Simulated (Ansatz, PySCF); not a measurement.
Stretching the Cd1–F2 bond in CdFI (SMILES [F][Cd][I]) (multiplicity 1 held, fragments rigid). Energies count from the point at 1.953 Å.
Geometry at that point (charge 0, multiplicity 1):
```xyz
3

Cd     0.00000     0.00000    -1.08527
F      0.00000     0.00000    -3.03872
I      0.00000     0.00000     1.49889
```

Restricted levels (R-, RO-) in cc, def2 and unpolarised 6-31G sets keep to the state of the molecule at rest. Active spaces are followed from a long bond inwards. Left out are points that failed, MP2 points in a non-variational dive below the minimum, coupled-cluster points behind a sign of a changed root (a jump of the amplitudes, or a one-step jump against full CI or MRCI), small-basis points behind a change of solution, and semi-empirical points at long bonds. Levels need not reach the same state.

Cores are frozen in the correlated methods. Filled d and f shells under p-block atoms count as core. Rows in 3-21G, LANL2DZ carry no dispersion term and start afresh at each structure; the Pople sets are all-electron and without relativity. LANL2DZ brings its own core potentials from Na on.

Programs: Ansatz (a program for electronic structure); PySCF for 3-21G rows, LANL2DZ rows. Values without a source in brackets are computed. In def2 rows elements past Kr take small-core potentials, without spin–orbit coupling.

Energies in kcal/mol.

```
R (Å)  R-HF/3-21G  R-HF/def2-TZVPP  R-PBE/def2-TZVPP  R-B3LYP/LANL2DZ  R-B3LYP/def2-TZVPP  FIC-MRCISD+Q on CASSCF(6,4)/def2-TZVPP
-----  ----------  ---------------  ----------------  ---------------  ------------------  --------------------------------------
1.563        90.3             72.3              68.7             81.7                69.7                                    68.6
1.758        15.2             11.3              11.4             15.2                11.4                                    10.3
1.953         0.0              0.0               0.0              0.0                 0.0                                     0.0
2.149         7.6              7.7               6.0              4.8                 6.5                                     7.7
2.344        23.3             21.9              17.8             16.6                19.1                                    21.3
2.637        50.8             45.1              36.9             36.8                39.5                                    43.6
2.930        77.1             66.1              53.5             55.0                57.5                                    64.2
3.419       111.9             93.8              73.4             77.8                79.6                                    87.8
3.907       135.8            113.9              85.6             92.7                93.7                                    95.7
4.493       155.4            131.0              94.0            103.8               104.0                                    97.9
5.274       173.0            146.8              99.7         left out               111.5                                    98.4
6.251    left out            159.4             103.0         left out               116.3                                    98.2
```

Doubts at one or more of the structures used: a restricted determinant that unrestricted orbitals would lower (R-HF/3-21G, R-HF/def2-TZVPP, R-PBE/def2-TZVPP, R-B3LYP/LANL2DZ, R-B3LYP/def2-TZVPP); active orbitals that take no part (FIC-MRCISD+Q on CASSCF(6,4)/def2-TZVPP).
